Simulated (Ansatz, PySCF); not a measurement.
Species: BO2, charge 0, multiplicity 2. It need not be the lowest isomer of its formula. 
Structure (B3LYP-D3(BJ)/def2-TZVP (Ansatz, an electronic-structure program) minimum search):
```xyz
3

B      0.0000     0.0000     0.0000
O      0.0000     0.0000    -1.2612
O      0.0000     0.0000     1.2612
```
Charge 0, spin multiplicity 2.

Wanted: vertical ionisation energy (to the triplet state of charge +1; each state is the SCF solution reached for its spin; the UHF <S^2> is 0.94 for the doublet (pure: 0.75)), in eV. Cores are frozen in the correlated levels unless marked. Open shells are spin-unrestricted. No spin-orbit coupling. No relativistic terms. 

```tsv
level	program	vertical ionisation energy (eV)
SVWN5/def2-TZVPD	Ansatz	13.08
PBE/def2-TZVPD	Ansatz	12.82
r2SCAN/def2-TZVPD	Ansatz	12.91
B3LYP/def2-TZVPD	Ansatz	13.11
PBE0/def2-TZVPD	Ansatz	13.02
BHLYP/def2-TZVPD	Ansatz	12.76
CAM-B3LYP/def2-TZVPD	Ansatz	13.19
wB97M-V/def2-TZVPD	Ansatz	13.04
wB97X-V/def2-TZVPD	Ansatz	13.07
CCSD/aug-cc-pVDZ	Ansatz	12.88
CCSD/aug-cc-pVTZ	Ansatz	12.99
CCSD(T)/aug-cc-pVDZ	Ansatz	12.91
CCSD(T)/aug-cc-pVTZ	Ansatz	13.09
```

For comparison, minus the highest occupied orbital energy (PySCF): 8.57 eV at BP86/def2-TZVPD, 10.32 eV at PW6B95/def2-TZVPD, 8.59 eV at M06-L/def2-TZVPD.
